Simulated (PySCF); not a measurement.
B(F)(OH)2, H2BFO2, SMILES OB(O)F at its B3LYP/def2-SVP optimised geometry (Å):

```
6

B     -0.0499    -0.0050     0.0000
F     -0.7277    -1.1709    -0.0002
O      1.3033    -0.0050     0.0000
H      1.6775    -0.8939     0.0007
O     -0.7200     1.1709     0.0000
H     -1.6775     1.0550    -0.0005
```

Level of theory: B3LYP/def2-TZVP run with PySCF 2.14.0. Cells within 0.4 Å of a nucleus heavier than hydrogen are left out (blank, or x).

Map of the Laplacian of the electron density (e/bohr⁵), clipped to [-1.50, 1.50] on the plane z = 0.0 Å:

```
|5555555555555555555555555555555|
|5555555555555555555555555555555|
|5555555555555555555555555555555|
|5555555555555555555555555555555|
|5555555555555555555555555555555|
|5555555555555555555555555555555|
|5555555555555555555555555555555|
|5555555555555555555555555555555|
|5555555555566665555555555555555|
|5555555555661266555555555555555|
|55555555544xxx46555555555555555|
|55555555201xxx46555555555555555|
|555555555355x046555666555555555|
|5555555555666445556766655555555|
|55555555555555xx955xx0665555555|
|55555555555557xxx41xxx665555555|
|55555555555555xx944xxx665555555|
|5555555555677656556622555555555|
|555555555578x066555640155555555|
|55555555568xxx67555551455555555|
|55555555558xxx77555555555555555|
|5555555555795686555555555555555|
|5555555555577765555555555555555|
|5555555555555555555555555555555|
|5555555555555555555555555555555|
|5555555555555555555555555555555|
|5555555555555555555555555555555|
|5555555555555555555555555555555|
|5555555555555555555555555555555|
|5555555555555555555555555555555|
|5555555555555555555555555555555|
```
Scale: ten equal steps from -1.50 (start of '0') to 1.50 (end of '9'), in the order '0123456789'; x runs from -4.00 to 4.00, y from -4.00 (bottom) to 4.00 (top).
